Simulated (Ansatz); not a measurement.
Single points on Pb2O2.

```yaml
crystal:
  periodic: [false, false, false]
  atoms:
    - {symbol: Pb, position_ang: [-0.360143, 0.923832, -1.264509]}
    - {symbol: Pb, position_ang: [0.360196, -0.923938, 1.264394]}
    - {symbol: O, position_ang: [1.352084, 0.219935, -0.224501]}
    - {symbol: O, position_ang: [-1.352136, -0.219829, 0.224617]}
basis:
  gaussian: {orbitals: def2-TZVPD, initial_orbitals: start.molden}
hamiltonian: {xc: r2scan, dispersion: d4}
scf: {omitted_lower_state_checks: [starts]}
output: {orbitals: {seedname: orbitals}}
```

The file start.molden holds the orbitals of an earlier run on this structure, at another level or in another basis.

```sh
$ ansatz run in.yaml --threads 4 --pin off --events-out ev --progress --plain --max-ram 4787MiB
```

It prints (some lines left out):

```
Functional definition: r2SCAN
1160 factors; their error is unknown
mean field evaluation 1: about -14597.5707 eV, gradient 7.0e0 eV
mean field evaluation 2: about -14597.7030 eV, gradient 2.3e-1 eV
mean field evaluation 4: about -14597.6837 eV, gradient 3.2e-1 eV
mean field evaluation 8: about -14597.6838 eV, gradient 5.0e-6 eV
mean field -14597.68383147 eV, -536.4549861409 hartree, gradient 5.0e-6 eV, S^2 0.000000; 0 other end points of the search recorded, 0 dependent functions left out
reference -14597.68384672 eV, -536.4549867015 hartree; 30, 30 occupied and 162, 162 virtual orbitals, 1160 factors
Total energy: -14597.71099612 eV, -536.4559844234 hartree
Checks for a lower state left out: starts
```

Hardware: 4 threads of Arm Neoverse V1 on a shared host. Wall time 4.6 s.

First input, but with `hamiltonian: {xc: pbe0, dispersion: d4}` (abridged; 2.9 s):

```
Functional definition: PBE0
mean field -14590.01988599 eV, -536.1733413394 hartree, gradient 2.1e-5 eV, S^2 0.000000
Total energy: -14590.14490569 eV, -536.1779357287 hartree
Checks for a lower state left out: starts
```

As the first input, with `gaussian: {orbitals: def2-SVP, initial_orbitals: start.molden}`, `hamiltonian: {xc: pbe, dispersion: d4}` (abridged; 0.7 s):

```
Functional definition: PBE
mean field -14586.50092004 eV, -536.0440217262 hartree, gradient 2.0e-5 eV, S^2 0.000000
Total energy: -14586.64965501 eV, -536.0494876352 hartree
Checks for a lower state left out: starts
```

Geometry: PBE0-D4/def2-SVP.

In the def2 sets Pb takes a core potential; there is no spin–orbit coupling. The structure comes from a short search, and lower isomers may exist.
